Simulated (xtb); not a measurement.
Sn(Cl)(Me)2(OH) (C₂H₇ClOSn), SMILES [CH3][Sn]([CH3])([OH])[Cl]. All values are semi-empirical tight-binding results from xtb (GFN2-xTB unless named), good for trends rather than for accurate numbers. The structure is a stationary point at GFN2-xTB. Other conformers were not sampled.

Optimised geometry:

```xyz
12

C      1.8815    -0.7379    -1.0985
Sn    -0.0013     0.0118    -0.2401
C     -1.9410    -0.5140    -1.1257
O      0.0820     2.0006    -0.3161
Cl    -0.0173    -0.4235     2.0513
H      2.0623    -0.2194    -2.0322
H      2.6854    -0.5337    -0.3999
H      1.8036    -1.8048    -1.2702
H     -2.7021    -0.4431    -0.3571
H     -2.1505     0.1909    -1.9207
H     -1.9020    -1.5238    -1.5174
H      0.2638     2.4527     0.5053
```
Charge 0, spin multiplicity 1.

For metal compounds this method's bond lengths and energies can be far off.

```json
{
 "orbital_gap": "3.79 eV",
 "zero_point_energy": "51.7 kcal/mol",
 "G − E(el) at 298.15 K (modified RRHO)": "28.3 kcal/mol"
}
```

Computed atomic charges and the Wiberg bond orders between heavy atoms:
charges (e) C1 -0.15, Sn2 0.37, C3 -0.14, O4 -0.53, Cl5 -0.25, H6 0.07, H7 0.07, H8 0.06, H9 0.07, H10 0.07, H11 0.06, H12 0.30. Bond orders C1–Sn2 0.61, Sn2–C3 0.62, Sn2–O4 0.90, Sn2–Cl5 0.88.
